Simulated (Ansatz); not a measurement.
`[CH3][GeH2][AlH][C]#N` + HI → `[CH3][GeH2][I]` + `N#[C][AlH2]` at 500 K and 1 bar (cleavage of the Ge–Al bond).

Computed with Ansatz on PBE0-D4/def2-TZVP structures; ΔE is electronic, products minus reactants. CCSD(T)/CBS is the MP2 limit (def2-TZVPP, def2-QZVPP) plus CCSD(T) − MP2 in def2-TZVPP, frozen cores. This one scheme is used for every species. def2 core potentials past Kr. For Ge, I outer-core shells are correlated without core-valence functions, which leaves a few kJ/mol of doubt a bond. Scalar relativity is left out up to krypton. One conformer a species, not always the lowest.

```tsv
species	CCSD(T)/CBS energy (Eh)	H − E (kJ/mol)	S (J/(mol·K))
`[CH3][GeH2][AlH][C]#N`	-2452.54317	232.7	482.0
HI	-298.03592	28.6	221.6
`[CH3][GeH2][I]`	-2414.65603	176.1	381.9
`N#[C][AlH2]`	-335.94780	83.8	307.3
```

H − E and S are ideal-gas, rigid-rotor, harmonic terms from PBE0-D4/def2-TZVP, for one conformer and one mirror image of each species. 1 Eh = 2625.50 kJ/mol, R = 8.31446 J/(mol·K).

Question: By hand: ΔE, ΔH, ΔS and ΔG.

Answer: ΔE = (-2414.65603) + (-335.94780) − (-2452.54317) − (-298.03592) = -0.02474 Eh = -65.0 kJ/mol. Δ(H − E) = 176.1 + 83.8 − 232.7 − 28.6 = -1.4, so ΔH = -66.4 kJ/mol. ΔS = 381.9 + 307.3 − 482.0 − 221.6 = -14.4 J/(mol·K). ΔG = -66.4 − 500 × (-14.4)/1000 = -59.2 kJ/mol.

Question: By hand: the equilibrium constant, and the temperature at which ΔG would vanish if ΔH and ΔS stayed fixed.

Answer: log₁₀ K = −ΔG/(RT ln 10) = 6.2. ΔG = 0 at ΔH/ΔS = 4611 K, far beyond where these terms or the molecules hold.

The number of gas molecules stays the same, so ΔS is small and ΔH decides. A doubt of 5 kJ/mol in ΔE shifts log₁₀ K by 0.5 here. Other conformers and mirror images would add mixing entropy, several J/(mol·K) or more a flexible species. Modes under 60 cm⁻¹, often nearly free rotors, make the harmonic entropy too high. These are equilibria of isolated gas molecules and say nothing of rates. Largest T1 diagnostic: 0.013 (customary marks: 0.02 for closed shells, 0.045 for open ones).
